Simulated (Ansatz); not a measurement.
Ansatz results at the PBE0-D4/def2-TZVP geometry: LUMO energy (PBE0/def2-TZVPP) -0.74 eV; HOMO energy (PBE/def2-TZVPP) -4.96 eV; HOMO–LUMO gap (ωB97M-V/def2-TZVPP) 9.22 eV.

Each molecule was computed in one conformer, which needn't be the lowest.

(1) Which molecule gave them?
A. `C#C[SeH]`
B. `FC1CC[Te]1`
C. `O[SiH2]PO`
D. `C[Te]/C=C/F`

## Answers

(1) D. The others give `FC1CC[Te]1`: -1.47, -5.05, 8.59; `O[SiH2]PO`: -0.94, -5.90, 10.09; `C#C[SeH]`: -0.48, -5.71, 10.44.
